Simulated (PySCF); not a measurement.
# What a mistake does to a calculation on CClH5Si2

These are calculations, not measurements. They come from PySCF 2.14.0, an open-source quantum chemistry program, on an isolated molecule that a program drew, which may never have been made. The molecule is CClH5Si2 (charge 0, singlet), drawn as the SMILES string `C[Si][SiH2]Cl`.

Each row is a Hartree-Fock (HF) and frozen-core CCSD(T) single point in the cc-pV(D+d)Z basis, meant for a local HF minimum. Run 1 is clean. Each other run has one planted mistake out of seven kinds, and not every kind appears here: one electron removed, one electron added, multiplicity raised by two, geometry at a saddle point, minimal basis STO-3G, one bond length entered in bohr, all coordinates scaled. The reference is restricted for singlets and unrestricted otherwise, and also for a bond in bohr. Adding or removing an electron swaps singlet and doublet. Electrons count all cores. HOMO and LUMO are orbital energies over both spins, the gradient is its largest component, and the lowest frequency (negative if imaginary) is given only where the gradient is small. Bond lengths are over the 8 bonds as drawn. T1 is the CCSD diagnostic: over 0.02 (restricted) or 0.045 (unrestricted) a single reference is doubtful.

Geometry of the clean run:
```xyz
9
CClH5Si2, angstrom
C    -0.0494    0.9753    1.1951
Si   -0.2387   -0.4496   -0.0638
Si   -1.7951   -1.7535    1.2559
Cl   -3.6194   -0.7694    0.8809
H     0.5001    1.8195    0.7735
H     0.5144    0.6022    2.0617
H    -1.0110    1.3347    1.5765
H    -1.9832   -3.1557    0.8270
H    -1.5961   -1.7395    2.7239
```

```
run  electrons  basis functions  <S^2>  HOMO (eV)  LUMO (eV)  gradient (hartree/bohr)  lowest frequency (cm^-1)  mean bond (Å)  longest bond (Å)      T1  HF (hartree)  CCSD(T) (hartree)                     mistake
  1         56              108  0.000      -8.48       0.20                  6.1e-06                        46         1.5856             2.422  0.0123   -1078.15205        -1078.69162                    no fault
  2         56               37  0.000      -6.12       4.94                  2.9e-02                         -         1.5856             2.422  0.0068   -1066.11508        -1066.28461        minimal basis STO-3G
  3         56              108  2.009      -8.07       0.09                  3.0e-02                         -         1.5856             2.422  0.0167   -1078.13723        -1078.65688  multiplicity raised by two
  4         57              108  0.770      -1.54       7.07                  3.2e-02                         -         1.5856             2.422  0.0143   -1078.17559        -1078.72475          one electron added
  5         55              108  0.770     -15.89      -6.42                  4.5e-02                         -         1.5856             2.422  0.0191   -1077.87921        -1078.39124        one electron removed
  6         56              108  1.177      -9.14       0.32                  2.4e-02                         -         1.7079             2.422  0.0581   -1078.04136        -1078.56598                           ?
```

**Which mistake was planted in run 6, and what did it cost?**

The mean bond changes by a factor of 1.077 and the longest by 1.000, so the molecule wasn't scaled as a whole. A length L in bohr read as angstrom grows by (1/0.5292 - 1) L = 0.890 L. The 8 bonds together grew by 8 x 0.1223 = 0.978 Å, which gives L = 1.100 Å. That is the length of one of the C-H bonds, 1.099 Å in the clean geometry. So the mistake is: one bond length entered in bohr. Subtracting run 1 and multiplying by 627.51 kcal/mol a hartree, the energy moved by 69.5 kcal/mol in HF and 78.8 kcal/mol in CCSD(T).

Cautions from the logs. Run 6: T1 is over the limit, so its CCSD(T) energy is less reliable.
